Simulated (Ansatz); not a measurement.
Reaction R1 → P1 + P2, each structure at its B3LYP-D3(BJ)/def2-TZVP stationary point, reached from a drawn start (curvature not checked).
R1: F2OZr (SMILES [O]=[Zr]([F])[F]), charge 0, multiplicity 1.
P1, FOZr (SMILES [O]=[Zr][F]) (charge 0, multiplicity 2, Z-matrix in Å and degrees):
```
Zr
O 1 1.7391
F 1 1.9208 2 108.42
```
P2: F atom, charge 0, multiplicity 2.

P less R. No zero-point or thermal terms; singlets are restricted closed shells; open shells are unrestricted; no spin–orbit coupling. The spin states of the d-block species are the ones drawn and need not be the lowest.

Correlated levels freeze the cores.

The values were computed with Ansatz (an electronic-structure program) with Gaussian orbitals. Each number belongs to the level named beside it. Elements past Kr take the def2 small-core potentials, without spin–orbit coupling.

Total energies in hartree:

```tsv
structure	PBE/def2-TZVPP	CCSD(T)/def2-QZVPP
R1	-322.053956	-321.563687
P1	-222.142204	-221.668484
P2	-99.669123	-99.651180
```

Q: Work out the reaction energy at each level in kJ/mol (1 hartree = 2625.49964 kJ/mol), and say how far PBE/def2-TZVPP lies from CCSD(T)/def2-QZVPP.

A: 
- PBE/def2-TZVPP: (-222.142204) + (-99.669123) − (-322.053956) = 0.242629 hartree = 637.0 kJ/mol
- CCSD(T)/def2-QZVPP: (-221.668484) + (-99.651180) − (-321.563687) = 0.244023 hartree = 640.7 kJ/mol
PBE/def2-TZVPP less CCSD(T)/def2-QZVPP: -3.7 kJ/mol. CCSD(T)/def2-QZVPP is the level counted from, the highest shown, and no exact or measured value.
